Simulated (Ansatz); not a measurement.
Basis-set series for `[F][Ga-]1([F])[Br+][Ga-]([F])([F])[Br+]1`. The species carries charge 0 and has multiplicity 1. The structure was optimised at the PBE0-D4/def2-TZVP level.

| functional | basis | functions | energy (Eh) | HOMO (eV) | LUMO (eV) |
| --- | --- | --- | --- | --- | --- |
| PBE0-D4 | def2-SVP | 184 | -9394.80310 | -10.25 | -2.27 |
| PBE0-D4 | def2-TZVPP | 316 | -9396.42280 | -10.27 | -2.31 |
| ωB97M-V | def2-SVP | 184 | -9395.69536 | -12.48 | -0.12 |
| ωB97M-V | def2-TZVPP | 316 | -9397.31626 | -12.52 | -0.24 |

(1) Give the rows for def2-QZVPP. (Best estimate.)

## Answers

(1) Ansatz gave: 
| functional | basis | functions | energy (Eh) | HOMO (eV) | LUMO (eV) |
| --- | --- | --- | --- | --- | --- |
| PBE0-D4 | def2-QZVPP | 584 | -9396.63859 | -10.28 | -2.33 |
| ωB97M-V | def2-QZVPP | 584 | -9397.52331 | -12.54 | -0.46 |

Scalar relativity is left out up to krypton.
